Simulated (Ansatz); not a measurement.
`F[SiH2][AlH][Cl]` and `P[SiH2][AlH][Cl]` differ in one atom or group.

Ansatz, PBE0-D4/def2-TZVP geometries, multiplicity 1. Each molecule was computed in one conformer, which needn't be the lowest.

| property | `F[SiH2][AlH][Cl]` |
| --- | --- |
| HOMO energy (B3LYP/def2-TZVPP) / eV | -7.66 |
| HOMO–LUMO gap (PBE0/def2-TZVPP) / eV | 5.71 |
| LUMO energy (B3LYP/def2-TZVPP) / eV | -2.31 |
| HOMO–LUMO gap (PBE/def2-TZVPP) / eV | 3.81 |
| zero-point energy (PBE0-D4/def2-TZVP) / kJ/mol | 74.2 |
| HOMO–LUMO gap (ωB97M-V/def2-TZVPP) / eV | 9.40 |

Problem. Give the same properties after the change, and the shifts. (An estimate is asked.)

Solution. Ansatz gave: 
```
                                      property  `P[SiH2][AlH][Cl]`  shift
           HOMO energy (B3LYP/def2-TZVPP) / eV               -6.94   0.72
          HOMO–LUMO gap (PBE0/def2-TZVPP) / eV                5.09  -0.62
           LUMO energy (B3LYP/def2-TZVPP) / eV               -2.20   0.11
           HOMO–LUMO gap (PBE/def2-TZVPP) / eV                3.37  -0.44
zero-point energy (PBE0-D4/def2-TZVP) / kJ/mol               113.6   39.4
       HOMO–LUMO gap (ωB97M-V/def2-TZVPP) / eV                8.66  -0.74
```

With PBE0 the HOMO rises by 0.71 eV and the LUMO rises by 0.09 eV, so the gap narrows by about 0.62 eV. PBE moves the HOMO by 0.55 eV and ωB97M-V by 0.79 eV. The zero-point energy changes by 39.4 kJ/mol with +6 modes.

B3LYP here is the variant with VWN-RPA as its local correlation; programs differ in this.
